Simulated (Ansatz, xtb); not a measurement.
# Two isomers of C4H3F3S

We compare a, `FC(F)(F)C#CCS`, a singlet, with b, `C#C[C@@H](S)C(F)(F)F`, a singlet. Both are isolated molecules in the gas phase, relaxed with B3LYP-D3(BJ)/def2-SVP; the shapes shown needn't be the lowest conformers.

a (Å):

```yaml
atoms:
  - { symbol: C, position_ang: [-1.4166, 1.6832, -1.4281] }
  - { symbol: C, position_ang: [-0.6808, 1.0709, -0.3187] }
  - { symbol: C, position_ang: [-0.0687, 0.5694, 0.5964] }
  - { symbol: C, position_ang: [0.6560, -0.0629, 1.6849] }
  - { symbol: F, position_ang: [-1.7022, 0.7810, -2.3804] }
  - { symbol: F, position_ang: [-0.7083, 2.6677, -2.0021] }
  - { symbol: F, position_ang: [-2.5784, 2.2112, -1.0101] }
  - { symbol: S, position_ang: [1.8859, -1.3213, 1.1290] }
  - { symbol: H, position_ang: [1.2476, 0.6866, 2.2343] }
  - { symbol: H, position_ang: [-0.0456, -0.5135, 2.4041] }
  - { symbol: H, position_ang: [0.9831, -2.1530, 0.5601] }
```

b (Å):

```yaml
atoms:
  - { symbol: C, position_ang: [-3.6753, 0.4393, 1.2198] }
  - { symbol: C, position_ang: [-2.5043, 0.4210, 1.5231] }
  - { symbol: C, position_ang: [-1.0922, 0.3826, 1.8736] }
  - { symbol: C, position_ang: [-0.2378, 1.2168, 0.9066] }
  - { symbol: F, position_ang: [-0.7009, 2.4737, 0.8401] }
  - { symbol: F, position_ang: [-0.2546, 0.7063, -0.3317] }
  - { symbol: F, position_ang: [1.0329, 1.2725, 1.3176] }
  - { symbol: S, position_ang: [-0.4505, -1.3396, 2.0406] }
  - { symbol: H, position_ang: [-4.7156, 0.4569, 0.9539] }
  - { symbol: H, position_ang: [-0.9387, 0.8271, 2.8705] }
  - { symbol: H, position_ang: [-0.8085, -1.7155, 0.7916] }
```

Problem. Which of the two would you expect CCSD(T)/def2-SVP + ΔMP2/def2-TZVPP electronic energies to favour?

Solution. Structure b; the calculation gives E(b) − E(a) = −0.119 eV.

Level by level:

| level | geometry | E(b) − E(a) (eV) | departure from the last row (eV) | job, with rough time for the two |
| --- | --- | --- | --- | --- |
| GFN2-xTB | GFN2-xTB | +0.089 | +0.208 | optimisation, 0.2 s |
| HF/STO-3G | GFN2-xTB | +0.070 | +0.189 | single point, 0.5 s |
| r2SCAN-D4/def2-SVP | GFN2-xTB | −0.067 | +0.052 | single point, 3.4 s |
| B3LYP-D3(BJ)/def2-SVP | B3LYP-D3(BJ)/def2-SVP | −0.062 | +0.057 | optimisation, 40 s |
| HF/def2-SVP | B3LYP-D3(BJ)/def2-SVP | −0.061 | +0.058 | part of the CCSD(T) run |
| MP2/def2-SVP | B3LYP-D3(BJ)/def2-SVP | −0.135 | −0.016 | part of the CCSD(T) run |
| CCSD(T)/def2-SVP | B3LYP-D3(BJ)/def2-SVP | −0.144 | −0.025 | single point |
| CCSD(T)/def2-SVP + ΔMP2/def2-TZVPP | B3LYP-D3(BJ)/def2-SVP | −0.119 |  | single point, 50 s |

As drawn, both hold the same kinds of bond in the same numbers.

GFN2-xTB, HF/STO-3G put the two in the other order. The largest departure from CCSD(T)/def2-SVP + ΔMP2/def2-TZVPP is that of GFN2-xTB, 0.208 eV. The last row adds to CCSD(T) the change of the MP2 difference between the two basis sets, here +0.025 eV.

With thermal terms from frequencies at re-optimised GFN2-xTB minima (ideal gas, soft modes damped towards free rotors, one conformer each, 298.15 K, 1 atm): on the last row, ΔE + ΔZPE = −0.133, ΔH = −0.139, ΔG = −0.095 eV.

The correlated steps freeze 12 core orbitals. Mirror images aren't counted in ΔG. Codes used: Ansatz 0.2.0, xtb 6.7.1; the last row on 2 threads of Intel(R) Xeon(R) 6975P-C (Granite Rapids) on a shared host.
